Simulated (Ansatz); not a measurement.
Start from `C[SiH](F)[SiH3]` and change one atom or group to get `C[SiH]([SiH3])CF`.

Ansatz, PBE0-D4/def2-TZVP geometries, multiplicity 1. Each molecule was computed in one conformer, which needn't be the lowest.

```csv
property,`C[SiH](F)[SiH3]`
size of the dipole moment (B3LYP/def2-TZVPP) / D,1.59
HOMO energy (PBE0/def2-TZVPP) / eV,-8.07
size of the dipole moment (ωB97M-V/def2-TZVPP) / D,1.58
HOMO energy (ωB97M-V/def2-TZVPP) / eV,-10.13
LUMO energy (ωB97M-V/def2-TZVPP) / eV,1.56
HOMO energy (B3LYP/def2-TZVPP) / eV,-7.89
```

Question: What does the change do to each property? (Estimate.)

Answer: Computed: 
```json
{"property": "size of the dipole moment (B3LYP/def2-TZVPP) / D", "`C[SiH]([SiH3])CF`": "1.61", "shift": "0.02"}
{"property": "HOMO energy (PBE0/def2-TZVPP) / eV", "`C[SiH]([SiH3])CF`": "-7.96", "shift": "0.11"}
{"property": "size of the dipole moment (ωB97M-V/def2-TZVPP) / D", "`C[SiH]([SiH3])CF`": "1.60", "shift": "0.02"}
{"property": "HOMO energy (ωB97M-V/def2-TZVPP) / eV", "`C[SiH]([SiH3])CF`": "-10.02", "shift": "0.11"}
{"property": "LUMO energy (ωB97M-V/def2-TZVPP) / eV", "`C[SiH]([SiH3])CF`": "1.87", "shift": "0.31"}
{"property": "HOMO energy (B3LYP/def2-TZVPP) / eV", "`C[SiH]([SiH3])CF`": "-7.78", "shift": "0.11"}
```

With PBE0 the HOMO rises by 0.11 eV and the LUMO rises by 0.46 eV, so the gap widens by about 0.35 eV. PBE moves the HOMO by 0.13 eV and ωB97M-V by 0.11 eV. Dipoles are sizes alone; their direction can turn.

B3LYP here is the variant with VWN-RPA as its local correlation; programs differ in this.
